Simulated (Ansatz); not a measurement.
B(AsH2)(Me)2 (C₂H₈AsB), SMILES CB(C)[AsH2].

Geometry optimised at PBE0-D3(BJ)/def2-SVP. This is a generated structure with no PubChem entry under its InChIKey; it may be hypothetical.

Two levels are set side by side: PBE/def2-SVPD (Ansatz, an electronic-structure program) and PBE0/def2-SVPD (Ansatz). Energy differences of separate SCF runs at the same geometry; the states with an electron removed or added have multiplicity 2 and 2. Differences are taken from unrounded values.

| quantity | PBE0 | PBE | PBE minus PBE0 |
|---|---|---|---|
| vertical ionisation energy (eV) | 8.98 | 8.85 | -0.13 |
| vertical singlet–triplet gap (eV) | 3.96 | 3.82 | -0.14 |
